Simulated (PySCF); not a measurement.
# Broadened absorption spectrum of C5H4N2OS

Compound: C5H4N2OS.
SMILES with atom numbers: `[CH:1]#[C:2][c:3]1[s:4][n:5][n:6][c:7]1[O:8][CH3:9]` (hydrogens: H10 on C1; H11, H12, H13 on C9)

Method: TDDFT CAM-B3LYP/def2-SVPD, vertical, gas phase, core orbitals frozen in the response (PySCF 2.14.0, density-fitted response routines). One conformer (not necessarily the lowest) at the PBE0-D3(BJ)/def2-SVP geometry, without solvent, vibrations or thermal averaging. Torsions of this conformer, `[CH:1]#[C:2][c:3]1[s:4][n:5][n:6][c:7]1[O:8][CH3:9]`: N6–C7–O8–C9 0°.

Computed states:

```
state  E (eV)       f
   S1    3.92  0.0015
   S2    4.27   0.166
   S3    5.32   0.069
   S4    5.35  0.0002
   S5    5.39  0.0000
   S6    5.65  0.0004
   S7    6.28  0.0054
   S8    6.40  0.0014
   S9    6.57  0.0008
  S10    6.61  0.0048
```

Broadening: Gaussians 0.5 eV wide at half height, area fixed by f = 4.319×10⁻⁹ ∫ε dν̃. The width is an assumption, not a result. The curve ends short of the highest state used, and states not computed would add to its high-energy end.

(1) Give the broadened spectrum and its maxima.

(2) Coming from long wavelengths, where does ε first pass 100 L mol⁻¹ cm⁻¹?

(3) On this curve, what absorbance would a 10⁻⁴ mol/L sample give at 280 nm over a 1 cm path?

Answers

(1) 
```
λ (nm)  ε (L mol⁻¹ cm⁻¹)
 206.4               174
 214.4               379
 222.4              1824
 230.4              3582
 238.4              3198
 246.4              1510
 254.4               565
 262.4               947
 270.4              2917
 278.5              6122
 286.5              8594
 294.5              8652
 302.5              6583
 310.5              3963
 318.5              1969
 326.5               841
 334.5               321
 342.5               114
 350.5                39
 358.5                13
 366.6                 5
 374.6                 2
 382.6                 1
 390.6                 0
```

Maxima: 291 nm (4.27 eV), ε about 9000, made up of S2 (100%); 233 nm (5.32 eV), ε about 3700, made up of S3 (100%) (ε in L mol⁻¹ cm⁻¹; maxima over ε = 5, shares over 10%). At its high-energy end, 6.01 eV, the curve is still rising (ε about 180, from S3 and S7).

(2) At about 343 nm (3.61 eV), 0.31 eV below S1.

(3) 280 nm is 4.428 eV, where ε is about 6700 L mol⁻¹ cm⁻¹, so A = ε c l ≈ 0.67 (Beer–Lambert, with the gas-phase spectrum and the assumed width).

All these states lie below the vertical ionisation energy of 8.79 eV (ΔSCF).
